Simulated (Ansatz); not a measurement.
`[SiH3][N]([SiH3])[ZnH]` + CH₃SH → `C[S][ZnH]` + `[SiH3]N[SiH3]` at 600 K and 1 bar (ligand exchange at a Zn–N bond).

Program: Ansatz. Geometries: PBE0-D4/def2-TZVP. ΔE: electronic, gas phase. CCSD(T)/CBS is the MP2 limit (def2-TZVPP, def2-QZVPP) plus CCSD(T) − MP2 in def2-TZVPP, frozen cores. This one scheme is used for every species. For Zn outer-core shells are correlated without core-valence functions, which leaves a few kJ/mol of doubt a bond. Scalar relativity is left out up to krypton.

| species | CCSD(T)/CBS energy (Eh) | H − E (kJ/mol) | S (J/(mol·K)) |
| --- | --- | --- | --- |
| `[SiH3][N]([SiH3])[ZnH]` | -2415.49005 | 233.6 | 475.4 |
| CH₃SH | -438.22835 | 152.3 | 296.8 |
| `C[S][ZnH]` | -2216.62619 | 161.9 | 375.7 |
| `[SiH3]N[SiH3]` | -637.10515 | 230.1 | 420.5 |

H − E and S are ideal-gas, rigid-rotor, harmonic terms from PBE0-D4/def2-TZVP. 1 Eh = 2625.50 kJ/mol, R = 8.31446 J/(mol·K).

Question: By hand: ΔE, ΔH, ΔS and ΔG.

Answer: ΔE = (-2216.62619) + (-637.10515) − (-2415.49005) − (-438.22835) = -0.01294 Eh = -34.0 kJ/mol. Δ(H − E) = 161.9 + 230.1 − 233.6 − 152.3 = 6.1, so ΔH = -27.9 kJ/mol. ΔS = 375.7 + 420.5 − 475.4 − 296.8 = 24.0 J/(mol·K). ΔG = -27.9 − 600 × (24.0)/1000 = -42.3 kJ/mol.

Question: By hand: the equilibrium constant, and the temperature at which ΔG would vanish if ΔH and ΔS stayed fixed.

Answer: log₁₀ K = −ΔG/(RT ln 10) = 3.7. ΔH and −TΔS have one sign here, so there is no such temperature.

TΔS isn't small against ΔH here. A doubt of 5 kJ/mol in ΔE shifts log₁₀ K by 0.4 here. Modes under 60 cm⁻¹, often nearly free rotors, make the harmonic entropy too high. These are equilibria of isolated gas molecules and say nothing of rates. Largest T1 diagnostic: 0.015 (customary marks: 0.02 for closed shells, 0.045 for open ones).
